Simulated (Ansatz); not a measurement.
Computed with Ansatz.

Basis-set series for C9H18N2Ti (`C[N](C)[Ti]1234([CH3])([NH2])[C@@H]5[C@H]1[C@H]2[C@@]3(C)[C@@H]54`). Charge 0, multiplicity 1. The structure was optimised at the PBE0-D4/def2-TZVP level. It is one conformer, not always the lowest.

```xyz
30

C    -2.585   -0.259    1.309
N    -1.376    0.401    0.895
C    -0.823    1.226    1.937
Ti   -0.361    0.010   -0.664
C     0.273    1.946   -1.247
N    -1.709   -0.435   -1.922
C     1.069   -1.490   -1.889
C     0.423   -2.211   -0.863
C     0.877   -1.706    0.374
C     1.793   -0.663    0.119
C     2.545    0.124    1.138
C     1.900   -0.531   -1.285
H    -2.990   -0.862    0.496
H    -3.350    0.472    1.612
H    -2.415   -0.921    2.173
H    -1.530    2.015    2.232
H     0.092    1.721    1.605
H    -0.587    0.645    2.843
H    -0.600    2.603   -1.171
H     0.631    1.970   -2.280
H     1.063    2.354   -0.607
H    -2.521    0.169   -1.963
H    -1.748   -1.109   -2.669
H     0.912   -1.613   -2.950
H    -0.309   -2.993   -0.997
H     0.560   -2.039    1.352
H     2.659    1.168    0.838
H     2.049    0.099    2.110
H     3.550   -0.288    1.272
H     2.508    0.198   -1.799
```

```tsv
functional	basis	functions	energy (Eh)	HOMO (eV)	LUMO (eV)
PBE0-D4	def2-TZVPP	657	-1312.27708	-6.00	-0.95
PBE0-D4	def2-QZVPP	1260	-1312.31903	-6.02	-0.98
ωB97M-V	def2-TZVPP	657	-1312.72986	-8.19	1.17
ωB97M-V	def2-QZVPP	1260	-1312.76959	-8.21	0.66
```

Problem. Give the rows for def2-SVP. (Estimate.)

Solution. The calculation gave: 
| functional | basis | functions | energy (Eh) | HOMO (eV) | LUMO (eV) |
| --- | --- | --- | --- | --- | --- |
| PBE0-D4 | def2-SVP | 275 | -1311.66256 | -5.89 | -0.88 |
| ωB97M-V | def2-SVP | 275 | -1312.08996 | -8.09 | 1.25 |

Positive LUMOs are unbound and depend on the basis. Scalar relativity is left out up to krypton.
